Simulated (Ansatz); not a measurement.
Isolated molecules relaxed with PBE0-D4/def2-TZVP in Ansatz; ΔE leaves out vibrations. CBS: MP2 limit from def2 TZ/QZ plus the TZ coupled-cluster correction, frozen cores. This one scheme is used for every species. Functionals use def2-TZVPP. For Ge outer-core shells are correlated without core-valence functions, which leaves a few kJ/mol of doubt a bond. Scalar relativity is left out up to krypton. Each species was taken in one conformer, which may not be the lowest.

Reaction (formal hydrolysis of the Si–S bond): `S[SiH2][SiH2][GeH3]` + H₂O → `O[SiH2][SiH2][GeH3]` + H₂S

| level | ΔE (kJ/mol) |
| --- | --- |
| r2SCAN | -21.4 |
| MP2/CBS(def2) | -14.3 |

Q: What does CCSD(T)/CBS give? (Best estimate.)

A: Ansatz gave: -18.2 kJ/mol. The listed levels differ from it by -3.2, 3.9 kJ/mol.

Largest T1 diagnostic among the species: 0.012.

The D4 term adds +7.7 kJ/mol with B3LYP and +4.3 kJ/mol with PBE0; it sums over pairs of atoms, weighted by their polarisabilities, and B3LYP, whose exchange is more repulsive, gets the larger term. In def2-TZVPP, CCSD(T) changes the Hartree–Fock value by +19.4 kJ/mol (the triples alone add +3.8 kJ/mol) and MP2 by +23.3 kJ/mol.

B3LYP here is the variant with VWN-RPA as its local correlation; programs differ in this.
